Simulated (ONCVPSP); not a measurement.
What one change does to a pseudopotential (iodine, ONCV)

```
Element                 : iodine (I)
Generator               : ONCVPSP 4.0.1
Type                    : optimised norm-conserving Vanderbilt (ONCV)
Functional              : LDA (Perdew-Zunger)
Relativity              : scalar-relativistic
Frozen core             : [Ar] 3d10
Valence charge          : 25
Reference configuration : 4s2 4p6 4d10 5s1.75 5p5.25
Partial waves           : 4s+5s: rc 1.30 bohr, ncon 5, nbas 8, qcut 10.3 1/bohr, 2 projectors; 4p+5p: rc 1.15 bohr, ncon 3, nbas 7, qcut 9.4 1/bohr, 2 projectors; 4d: rc 1.15 bohr, ncon 4, nbas 9, qcut 15.7 1/bohr, local
Local potential         : the d channel
Core correction         : Teter function, fcfact 3.5, rcfact 1.3
```

Change: s: rc 1.72.

Cutoffs: the cutoffs (Ha) at which the residual kinetic energy of the hardest occupied pseudo-wave falls to 1 and 0.1 mHa per electron; they do not see the model core or the augmentation charge, which bear on the density cutoff. Errors are all-electron minus pseudo energies relative to the spin-unpolarised reference configuration.

Q: Predict the effect on cutoff, ghosts and configuration errors.

A: The potential gets neither clearly harder nor softer (63 Ha and 76 Ha → 63 Ha and 76 Ha); the d channel sets the loose cutoff, while the largest relative change is in s, which becomes softer; the errors of the 4 common tests hardly move; neither file shows a bound ghost.

```tsv
quantity	base	changed
cutoff, loose	63 Ha	63 Ha
cutoff, tight	76 Ha	76 Ha
loose cutoff by channel	s 43 Ha, p 28 Ha, d 63 Ha	s 31 Ha, p 28 Ha, d 63 Ha
bound ghosts	none	none
GHOST(+) flags under 300 eV	none	none
error for 4s2 4p6 4d10 5s2 5p5, meV [ΔE -2.61 eV]	+0.2	+0.2
error for 4s2 4p6 4d10 5s2 5p4, meV [ΔE 8.70 eV]	-2.0	-1.9
error for 4s2 4p6 4d10 5s2 5p3, meV [ΔE 28.76 eV]	-6.3	-6.0
error for 4s2 4p6 4d10 5s2 5p4.5, meV [ΔE 2.01 eV]	-0.6	-0.6
p: phases at 1.17 bohr within 0.05 rad from the reference energy up to (Ha; the scan ends near 5)	to the end of the scan	to the end of the scan
d: phases at 1.17 bohr within 0.05 rad from the reference energy up to (Ha; the scan ends near 5)	to the end of the scan	to the end of the scan
rms error of d²Exc/dni dnj with the model core, mHa	0.80	0.76
```
